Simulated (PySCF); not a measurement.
# Ionisation energy of S²⁺ by level of theory

S²⁺ [Ne] 3s2 3p2 [3p1/2^2, M_J = 0] → S³⁺ [Ne] 3s2 3p1 [3p1/2^1, M_J = 1/2], as a difference of total energies. Calculation: PySCF 2.14, in x2c-QZVPPall-2c (9s7p4d2f1g, 73 functions); the two-component X2C-1e Hamiltonian. Correlated levels: [Ne] frozen; the 4 highest virtual spinors dropped. "Screened" scales the spin-orbit matrix elements by Boettger's factors to mimic the two-electron term; Breit and QED terms are absent.

| method | ionisation energy (eV) |
| --- | --- |
| GHF (spin-free) | 33.977 |
| GMP2 (spin-free) | 34.679 |
| GHF (screened spin-orbit) | 33.940 |
| GMP2 (screened spin-orbit) | 34.641 |

Q: How much does correlation contribute at GMP2 (screened spin-orbit)?

A: 34.641 − (33.940) = 0.701 eV, measured against GHF (screened spin-orbit).

Errors of the correlated levels include the incompleteness of this basis and the frozen core.

The labels give the starting determinants; with spin-orbit coupling the two ends relaxed to ⟨J²⟩ = 1.88, ⟨L²⟩ = 2.01, ⟨S²⟩ = 2.00 and ⟨J²⟩ = 0.94, ⟨L²⟩ = 2.05, ⟨S²⟩ = 0.77.

The determinant of S²⁺ mixes levels of different J (the jj label is only the starting occupation), so the difference between spin-free and spin-orbit rows is not the physical spin-orbit shift.

For comparison: 34.86 ± 0.04 eV (semi-empirical (NIST evaluation); NIST Atomic Spectra Database, ionization energies).
